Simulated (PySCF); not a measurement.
Computed shifts of a molecule C₃H₇FSi, PBE0/pcSseg-1 run with PySCF, GIAO, gas phase, atoms alike by connectivity averaged where their shifts nearly agree, in ppm (number of nuclei): ¹⁹F: -149.7 (1). ¹³C: 90.1 (1), 24.1 (2). ²⁹Si: -60.4 (1). ¹H: 5.23 (1), 4.63 (1), 4.38 (1), 2.01 (4). References: ¹⁹F against CFCl3 (σ = 167.2 ppm); ¹³C against TMS (σ = 186.3 ppm); ²⁹Si against TMS (σ = 352.7 ppm); ¹H against TMS (σ = 31.56 ppm), references at their B3LYP-D3(BJ)/def2-TZVP geometries, non-relativistic. The structure is a stationary point at ωB97X-D3(BJ)/def2-SVP. The values are those of a single conformer.

### Question
Which molecule gave these data?
A. C=C[Si@@H](C)F
B. FC1C[SiH2]C1
C. C/C([SiH3])=C/F
D. C/C=C/[SiH2]F

### Answer
B, FC1C[SiH2]C1
